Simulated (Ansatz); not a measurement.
One change: `O=CN[SiH3]` becomes `[SiH3]NC=S`.

Ansatz, PBE0-D4/def2-TZVP geometries, multiplicity 1. Each molecule was computed in one conformer, which needn't be the lowest.

| property | `O=CN[SiH3]` |
| --- | --- |
| ideal-gas entropy at 298 K and 1 bar (rigid rotor, harmonic PBE0-D4/def2-TZVP) / J/(mol·K) | 305 |
| zero-point energy (PBE0-D4/def2-TZVP) / kJ/mol | 161.7 |
| HOMO–LUMO gap (PBE0/def2-TZVPP) / eV | 7.88 |
| LUMO energy (PBE0/def2-TZVPP) / eV | 0.01 |
| size of the dipole moment (ωB97M-V/def2-TZVPP) / D | 3.44 |
| HOMO–LUMO gap (ωB97M-V/def2-TZVPP) / eV | 12.16 |

**Question.** Give the same properties after the change, and the shifts. (Estimate.)

**Answer.** The calculation gave: 
```csv
property,`[SiH3]NC=S`,shift
"ideal-gas entropy at 298 K and 1 bar (rigid rotor, harmonic PBE0-D4/def2-TZVP) / J/(mol·K)",327,22
zero-point energy (PBE0-D4/def2-TZVP) / kJ/mol,155.6,-6.1
HOMO–LUMO gap (PBE0/def2-TZVPP) / eV,5.12,-2.76
LUMO energy (PBE0/def2-TZVPP) / eV,-1.21,-1.22
size of the dipole moment (ωB97M-V/def2-TZVPP) / D,3.82,0.38
HOMO–LUMO gap (ωB97M-V/def2-TZVPP) / eV,9.45,-2.71
```

With PBE0 the HOMO rises by 1.54 eV and the LUMO falls by 1.22 eV, so the gap narrows by about 2.76 eV. PBE moves the HOMO by 1.11 eV and ωB97M-V by 1.78 eV. Dipoles are sizes alone; their direction can turn. Modes under 60 cm⁻¹, often nearly free rotors, make the harmonic entropy too high.
